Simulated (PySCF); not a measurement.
Al(H)(OH)(SMe) (CH5AlOS), SMILES [OH][AlH][S]C. Geometry optimised at PBE0-D3(BJ)/def2-SVP. Other conformers were not sampled.

Computed equilibrium geometry at PBE0-D3(BJ)/def2-SVP (PySCF confirms it by a frequency run) as a Z-matrix, and its point group (one conformer of several):
point group Cs.
```
Al
O 1 1.7057
H 2 0.9578 1 127.05
H 1 1.5796 2 123.60 3 0.00
S 1 2.1688 4 121.31 2 180.00
C 5 1.8327 1 101.31 4 -180.00
H 6 1.0980 5 111.59 1 0.00
H 6 1.0981 7 109.46 5 -120.22
H 6 1.0981 7 109.46 8 -119.57
```
Charge 0, spin multiplicity 1.
